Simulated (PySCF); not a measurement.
Species: C8H11F.
Cartesian coordinates in Å at the GFN2-xTB level; atoms count from 1:
```xyz
20
C8H11F angstrom
C      2.4809   -0.3364   -0.3940
C      1.5045   -0.1452    0.7681
C      0.2049    0.4415    0.2920
C      0.2182    1.8878   -0.1210
F      0.5982    2.0245   -1.4451
C     -0.9056   -0.2789    0.1704
C     -1.3114   -1.6622    0.4026
C     -2.5618   -1.4463   -0.0295
C     -2.3217    0.0175   -0.3189
H      2.6764    0.6095   -0.8918
H      3.4238   -0.7417   -0.0342
H      2.0605   -1.0243   -1.1235
H      1.9522    0.5230    1.5088
H      1.3155   -1.1065    1.2468
H      0.9413    2.4669    0.4630
H     -0.7766    2.3370   -0.0461
H     -0.7845   -2.5234    0.7700
H     -3.4356   -2.0585   -0.1496
H     -2.3940    0.3103   -1.3656
H     -2.8903    0.7161    0.2947
```

NICS is the negative of the GIAO shielding at a point without a nucleus: at the ring centre (0) and 1 Å above and below it (1); zz is the component along the ring normal. Level: GIAO PBE0/pcSseg-1 (PySCF, non-relativistic, gas phase) on the GFN2-xTB geometry, one conformer.

Ring bond lengths (Å), with Mayer bond orders in brackets: C6–C7 1.460 (1.08), C7–C8 1.341 (1.72), C8–C9 1.511 (1.05), C9–C6 1.527 (1.05).

**Question.** Give the NICS values of each ring in ppm.

**Answer.** 
```
       ring                                                    type  NICS(0)  NICS(1), two faces  NICS(1)zz, two faces  rms pucker (Å)  centre to ring atoms, mean (Å)
C6–C7–C8–C9  4-membered carbocycle; formal bonds 1 double, 3 single      2.9         -2.4 / -2.5             0.7 / 1.1            0.00                            1.03
```

**Question.** What can be read from them?

**Answer.** 
- C6–C7–C8–C9: mean NICS(1)zz 0.9 ppm, near zero. C9 has four or more neighbours, so the value isn't read as a sign of a π ring current. NICS(0) lies 5 ppm above the mean NICS(1).

**Question.** What is the mean of the two in-plane components of NICS at the first NICS(1) probe listed for ring C6–C7–C8–C9, 1 Å off the ring?

**Answer.** The isotropic value is a third of the trace: (3 × -2.4 − (0.7))/2 = -3.9 ppm.

**Question.** How shielded are the nuclei of the rings and their hydrogens (means over atoms taken as equivalent)?

**Answer.** 
```json
{"atoms": "C6", "environment": "fully substituted alkene carbon", "σ isotropic (ppm)": "38.4"}
{"atoms": "C7", "environment": "alkene CH carbon", "σ isotropic (ppm)": "43.5"}
{"atoms": "C8", "environment": "alkene CH carbon", "σ isotropic (ppm)": "37.6"}
{"atoms": "C9", "environment": "allylic carbon", "σ isotropic (ppm)": "149.1"}
{"atoms": "H17", "environment": "vinylic hydrogen", "σ isotropic (ppm)": "24.99"}
{"atoms": "H18", "environment": "vinylic hydrogen", "σ isotropic (ppm)": "24.74"}
{"atoms": "H19 (×2)", "environment": "methylene hydrogen", "σ isotropic (ppm)": "28.51"}
```

The run took 51 s of wall time (grids of density and orbitals included) on an Arm Neoverse V1 with one thread, no GPU, shared host, and the process peaked at 0.94 GiB of memory. This is the whole shielding run at PBE0/pcSseg-1, SCF included.
